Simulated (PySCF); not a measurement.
C3H8AlF (SMILES CC[CH2][AlH][F]), singlet, at a GFN2-xTB geometry (such geometries of metal compounds can be far from the true shape), with bond 3-1 at 1.4 times its length.

The PySCF input:
```python
from pyscf import gto, scf, mcscf
import numpy

mol = gto.M(
    atom='''
Al   -0.23000158    1.24903690    0.39225132
F     0.51605663    2.64409839    0.86081462
H    -2.36518492    1.43535849    0.38697249
C     0.61333053   -0.47738669   -0.13396579
C    -0.55605241   -1.41610518   -0.46952017
C    -0.08267945   -2.80046063   -0.89763413
H     1.22896870   -0.93105010    0.65517720
H     1.27936774   -0.40051912   -1.00462836
H    -1.20983605   -1.50680076    0.40359303
H    -1.15907924   -0.97250374   -1.26799484
H     0.54688648   -2.73067813   -1.78266151
H    -0.92913845   -3.44364249   -1.12891943
H     0.49588224   -3.26757971   -0.10292509
''',
    basis='sto-3g',
    verbose=4,
)

mf = scf.RHF(mol)
mf.kernel()
mc = mcscf.CASSCF(mf, 8, 8)
mc.fix_spin_(ss=0.0)
mc.kernel()
occ = numpy.linalg.eigvalsh(mc.fcisolver.make_rdm1(mc.ci, mc.ncas, mc.nelecas))[::-1]
ss = mc.fcisolver.spin_square(mc.ci, mc.ncas, mc.nelecas)[0]
print('natural occupations', occ.round(4), ' <S^2>', round(ss, 4))
```

Q: Predict the number of basis functions from CASSCF(8,8)/STO-3G run with PySCF.

A: 37

Q: Give the total energy at the level CASSCF(8,8)/STO-3G.

A: -453.9484 Eh

Q: Predict the SCF-reference HOMO energy from CASSCF(8,8)/STO-3G.

A: -6.59 eV

Q: What SCF-reference Mulliken (on the basis functions themselves) charges in atom order does CASSCF(8,8)/STO-3G give?

A: Al1 0.97, F2 -0.37, H3 -0.31, C4 -0.32, C5 -0.10, C6 -0.18, H7 0.03, H8 0.03, H9 0.04, H10 0.04, H11 0.05, H12 0.05, H13 0.05
